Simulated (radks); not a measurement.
Results of a calculation; reference values are marked as such.
Question: Species: W I. Configuration: [Xe] 4f14 5d4 6s2. Level of theory: Dirac Kohn-Sham, BLYP, spin-unpolarised, spherical densities, finite nucleus; open shells fill j = l - 1/2 first; Fermi nuclear charge, rms radius 5.3658 fm (a radial shooting solver on a logarithmic mesh with Libxc functionals). Some entries of the table are withheld. Estimate them.

orbital,occ.,eigenvalue (hartree),<1/r> (bohr^-1),<r> (bohr)
1s1/2,2,-2549.599,87.04,0.01835
2s1/2,2,-439.7593,21.18,0.07695
2p1/2,2,-420.6441,21.16,0.06365
2p3/2,4,-370.9188,17.77,0.07160
3s1/2,2,-101.2436,7.775,0.2006
3p1/2,2,(1),7.692,0.1905
3p3/2,4,(2),6.817,0.2053
3d3/2,4,-67.53624,6.711,0.1797
3d5/2,6,-65.19780,6.504,0.1842
4s1/2,2,-20.85311,3.268,0.4495
4p1/2,2,-17.30886,3.158,0.4546
4p3/2,4,-14.81555,2.853,0.4879
4d3/2,4,-8.98525,2.638,0.5048
4d5/2,6,-8.52589,2.565,0.5162
5s1/2,2,-2.87290,1.264,1.069
5p1/2,2,-1.82391,1.132,1.179
5p3/2,4,-1.46338,1.023,1.285
4f5/2,6,-1.23318,2.100,(3)
4f7/2,8,-1.15096,2.069,(4)
6s1/2,2,-0.20170,0.3963,3.208
5d3/2,4,-0.16559,0.6531,2.047
5d5/2,0,-0.13952,0.6225,2.153

Answer: 
(1) 3p1/2 eigenvalue (hartree): -92.70587
(2) 3p3/2 eigenvalue (hartree): -81.95443
(3) 4f5/2 <r> (bohr): 0.6034
(4) 4f7/2 <r> (bohr): 0.6131
